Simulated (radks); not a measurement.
Values are calculated unless marked as measured or tabulated.
Spherical quantum dot in the effective-mass picture: electrons in a hard-walled sphere of radius 4.47, with a point charge +1 (a donor) at the centre, all in effective atomic units (hartree* = m*/eps^2 hartree, bohr* = eps/m* bohr), one dielectric constant everywhere. Level of theory: non-relativistic Kohn-Sham, r2SCAN, spin-polarised, spherical densities, generalised Kohn-Sham scheme (a radial shooting solver with Libxc functionals). Levels are named by radial order and angular momentum (1s, 1p, 1d, 2s, ...), and open shells are averaged over m.

N = 16, configuration 1s2 1p6 1d(up 5, down 3). This is the lowest configuration that the search found. Occupied and some empty levels:

| level | occupation | eigenvalue (hartree*) | <r> (bohr*) |
|---|---|---|---|
| 1s up | 1 | 4.3762 | 2.687 |
| 1s down | 1 | 4.3927 | 2.612 |
| 1p up | 3 | 4.5564 | 3.040 |
| 1p down | 3 | 4.5857 | 3.027 |
| 1d up | 5 | 4.8106 | 3.173 |
| 1d down | 3 | 4.8453 | 3.168 |
| 2s down | 0 | 4.9328 | 1.768 |
| 2s up | 0 | 4.9390 | 1.715 |
| 1f up | 0 | 5.1489 | 3.272 |
| 1f down | 0 | 5.1885 | 3.270 |
| 2p up | 0 | 5.6839 | 2.255 |
| 2p down | 0 | 5.7004 | 2.251 |

Energy (hartree*): total 38.4813, kinetic 11.484, external -5.6826, Hartree 38.185, exchange-correlation -5.5044.

Electron density:

| r (bohr*) | n(r) (e/bohr*^3) |
|---|---|
| 0.125 | 0.07603 |
| 0.459 | 0.04303 |
| 0.793 | 0.02931 |
| 1.13 | 0.02604 |
| 1.46 | 0.02944 |
| 1.79 | 0.03826 |
| 2.13 | 0.05132 |
| 2.46 | 0.06624 |
| 2.80 | 0.07815 |
| 3.13 | 0.08015 |
| 3.46 | 0.06618 |
| 3.80 | 0.03840 |
| 4.13 | 0.01089 |
| 4.47 | 9.726e-06 |
